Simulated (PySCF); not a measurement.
Cl2FGeHO, SMILES [Cl][Ge]([F])([Cl])[OH]. Geometry optimised at B3LYP-D3(BJ)/def2-SVP. The structure was generated by enumeration, and PubChem lists no compound with its InChIKey, so it may never have been made. Other conformers were not sampled.

The numbers are results of B3LYP-D3(BJ)/def2-SVP (PySCF), not measurements.

Harmonic wavenumbers (cm⁻¹): 100, 145, 187, 198, 233, 252, 419, 467, 722, 757, 906, 3820. Rotational constants (GHz): 2.549, 1.709, 1.451; symmetry number 1.

Work out the zero-point energy and the ideal-gas rigid-rotor harmonic-oscillator thermochemistry at 298.15 K and 1 atm.

ZPE = ½ Σ hcν = ½ × 8207 cm⁻¹ = 11.73 kcal/mol. H − E(el) = 16.81 kcal/mol. Entropy in cal/(mol K): translation 41.46, rotation 28.32, vibration 16.47, total 86.26. G − E(el) = -8.91 kcal/mol. Cp = 23.81 cal/(mol K). Modes under 150 cm⁻¹ make the vibrational entropy uncertain.
